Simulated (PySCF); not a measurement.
Si(OSiH3)(NHSiH3)(Me)2 (C2H13NOSi3), SMILES C[Si](C)(N[SiH3])O[SiH3].

Coordinates come from a PBE-D3(BJ)/def2-SVP optimisation. One conformer was computed; it need not be the lowest.

Two levels are set side by side: TDA-PBE/def2-SVPD (PySCF) and TDA-M06-2X/def2-SVPD (PySCF). Vertical, same geometry. The lowest singlet is HOMO→LUMO 99 % with PBE and HOMO→LUMO 62 %, HOMO→LUMO+2 17 %, HOMO→LUMO+3 13 % with the other functional; states are paired by order. Differences are taken from unrounded values.

| quantity | TDA-M06-2X | TDA-PBE | TDA-PBE minus TDA-M06-2X |
|---|---|---|---|
| lowest singlet excitation (eV) | 6.36 | 5.16 | -1.21 |
| lowest triplet excitation (TDA) (eV) | 6.10 | 5.05 | -1.05 |

A lower first singlet is the usual sign of a functional without exact exchange. Differences between two approximate levels are no errors against the true value.

Rough cost on one machine, each run with all the roots and properties that it gave: TDA-M06-2X against TDA-PBE about 20 times.
